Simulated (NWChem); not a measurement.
# CH₄N, doublet; SMILES C[NH]

```xyz
6

C     -0.0200    -0.6143     0.0000
N     -0.1254     0.8259     0.0000
H      0.5335    -0.9833    -0.8816
H     -1.0151    -1.0703     0.0000
H      0.5335    -0.9833     0.8816
H      0.8418     1.1853     0.0000
```
Atoms are numbered in this order, from 1.

Results from NWChem. Geometry optimised at B3LYP/6-31G*; all other runs use it. Pople sets run with spherical d functions. Spin-unrestricted. In the optimisation the excess spin sits in a" (Cs, its own frame). Vzz has the sign of the potential's second derivative. Spin-orbit coupling enters the g values alone. Excited states of an open shell can be spin-contaminated.

| quantity | level | value |
|---|---|---|
| vertical, lowest excitation (eV) | B3LYP/def2-SVP, TDA | 2.31 |
| lowest empty minus highest occupied level, either spin (eV) | r2SCAN/def2-SVP | 3.54 |
| A(iso) 13C atom 1 (MHz) | TPSSh/pcJ-1 | -39.4 |
| Vzz N2 (a.u.) | PBE/def2-TZVP | -0.810 |
| dipole in solution (D) in chlorobenzene | B3LYP/def2-SVP, SMD | 2.32 |
| Δg1 (ppt) | BP86/x2c-SVPall, ZORA | -0.04 |
| dipole (D) | B3LYP/6-31G* | 1.99 |
| highest harmonic frequency (cm⁻¹) | B3LYP/6-31G* | 3352 |
